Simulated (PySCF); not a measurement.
C9H5N3S2, SMILES c1cc(-c2nccs2)c2nsnc2c1.

Geometry: B3LYP-D3(BJ)/def2-SVP. This is a generated structure with no PubChem entry under its InChIKey; it may be hypothetical. The values are those of a single conformer.

Two levels are set side by side: TDA-PBE/def2-SVP (PySCF) and TDA-PBE0/def2-SVP (PySCF). Vertical, same geometry. The lowest singlet is HOMO→LUMO 82 % with PBE and HOMO→LUMO 92 % with the other functional; states are paired by order. Differences are taken from unrounded values.

```
quantity                               TDA-PBE0
-------------------------------------  --------
lowest singlet excitation (eV)             3.27
lowest triplet excitation (TDA) (eV)       2.08
first bright state (f over 0.05) (eV)      3.27
its oscillator strength                    0.22
```

Task: What does TDA-PBE give, and how far is it from TDA-PBE0? (Estimate from the structure and the level; the computed values follow.)

Result: 
| quantity | TDA-PBE | TDA-PBE minus TDA-PBE0 |
|---|---|---|
| lowest singlet excitation (eV) | 2.72 | -0.56 |
| lowest triplet excitation (TDA) (eV) | 1.97 | -0.11 |
| first bright state (f over 0.05) (eV) | 2.72 | -0.56 |
| its oscillator strength | 0.12 | -0.10 |

Functionals without exact exchange tend to place singlet excitations lower, as here. Differences between two approximate levels are no errors against the true value.

Rough cost on one machine, each run with all the roots and properties that it gave: TDA-PBE0 against TDA-PBE about 2 times.
